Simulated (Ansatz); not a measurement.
Saddle point of SiNH$_{8}$OF, singlet (SiNH₅ ([NH2][SiH3]) + H₂O + HF → SiNH₅O ([NH2][SiH2][OH]) + HF + H₂; bonds formed: Si1–O7, H2–H8, H6–F9; bonds broken: Si1–H2, H6–O7, H8–F9), PBE0-D4/def2-TZVP structure:

```xyz
12
angstrom
Si -0.4736 -0.6303 0.2784
H 0.7938 0.2706 1.0445
H -1.4554 -1.3384 -0.6314
H -0.1280 -1.7044 1.2430
N -1.4355 0.7393 0.5830
H 1.4759 0.0686 -1.0165
O 0.7381 -0.6735 -1.0996
H 1.5071 0.7311 0.4602
F 2.1955 1.0269 -0.3751
H -1.1549 1.5020 1.1746
H -2.4035 0.7655 0.3101
H 0.3406 -0.7573 -1.9713
```

Energies are electronic, without zero-point energy. Barriers and step energies count from the start structure reached by relaxing down the imaginary mode; all methods use the PBE0-D4 structures, on which another method's saddle can fall below an end. Program: Ansatz 0.2.0. Basis: def2-TZVPP, with def2-QZVPP for the basis limit. Cores are frozen in the correlated methods. B3LYP uses VWN-RPA correlation. Extrapolation: Hartree–Fock as exp(−7.88 √X), correlation as X^−2.97.

```
      method  barrier (kJ/mol)  step energy (kJ/mol)
       SPW92               6.5                 -89.0
      PBE-D4              58.1                 -89.9
     BLYP-D4              75.4                 -97.7
   r2SCAN-D4                 ?                 -97.7
      B97M-V              77.7                 -90.6
     PBE0-D4              73.4                 -91.3
    B3LYP-D4              84.8                 -98.2
  r2SCAN0-D4              75.3                 -97.4
    BHLYP-D4             102.3                 -99.8
CAM-B3LYP-D4              81.5                -100.2
     wB97X-V              87.9                 -96.1
     wB97M-V                 ?                 -96.2
      B2PLYP                 ?                 -99.4
    PBE-QIDH              84.5                 -96.4
  RPA on PBE              97.7                 -94.5
          HF             162.9                 -99.2
         MP2              88.7                -102.8
        CCSD             107.6                 -95.3
     CCSD(T)              96.4                 -96.3
```

Problem. Fill in the withheld barriers. (To be estimated.)

Solution. By the calculation: B2PLYP 91.2; r2SCAN-D4 62.6; wB97M-V 86.0 kJ/mol. Each is the energy of the saddle less that of the start structure, by the same method.

For comparison, the barrier by CCSD(T) at an estimated basis limit (MP2 extrapolated from triple and quadruple zeta, plus CCSD(T) − MP2 in triple zeta) is 96.0 kJ/mol.

The T1 diagnostic stays at or below 0.012.

Labels in which every atom is bracketed show which atoms are joined, not bond orders.

For scale, one of the runs: CCSD(T)/def2-TZVPP, 247 basis functions, launched by `ansatz run in.yaml --threads 4 --pin off --events-out ev --progress --plain --max-ram 9574MiB`. The run took 2.2 min on 4 CPU threads of an Arm Neoverse V1 (shared host), with 5.3 GiB of host memory at its peak.
